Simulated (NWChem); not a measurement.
**Correlation energy of methylammonium (CH₆N (+1))**

```
N
H 1 1.0292
H 1 1.0292 2 106.84
H 1 1.0292 2 106.84 3 114.07
C 1 1.4918 2 111.99 3 -122.96
H 5 1.0964 1 108.79 2 -60.00
H 5 1.0964 6 110.14 1 119.16
H 5 1.0964 6 110.14 7 121.69
```
Charge +1, spin multiplicity 1.

Everything below was run with NWChem. The geometry was optimised at PBE0/def2-SVP, a minimum by its harmonic frequencies.

Basis set: cc-pVDZ. Each correlation energy counts from its own Hartree-Fock reference.

The correlated methods keep 2 core orbitals frozen. No row is a measurement; the coupled-cluster row has its own basis-set and correlation limits.

Task: For the correlation energy, RI-MP2 gives -323.4 mHa and MP2 gives -323.5 mHa. What do SCS-MP2, CR-CCSD[T], CR-CCSD(T) give?

Result: SCS-MP2: -327.3 mHa; CR-CCSD[T]: -363.5 mHa; CR-CCSD(T): -363.4 mHa.
